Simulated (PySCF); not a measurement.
Vertical excitations of a molecule C6H10O from TDA-ωB97X/def2-SVPD (PySCF), as energy in eV (oscillator strength): 4.40 (0.000), 7.61 (0.025), 8.15 (0.008), 8.33 (0.040), 8.37 (0.000), 8.61 (0.115). Lowest triplet (TDA): 3.84 eV. Geometry optimised at ωB97X-D3(BJ)/def2-SVP. One conformer was computed; it need not be the lowest.

### Question
Identify the compound among the candidates.
(A) O=C1CCCCC1
(B) C=COCC1CC1
(C) CO/C=C\C1CC1
(D) C#CCOC(C)C

### Answer
A, O=C1CCCCC1
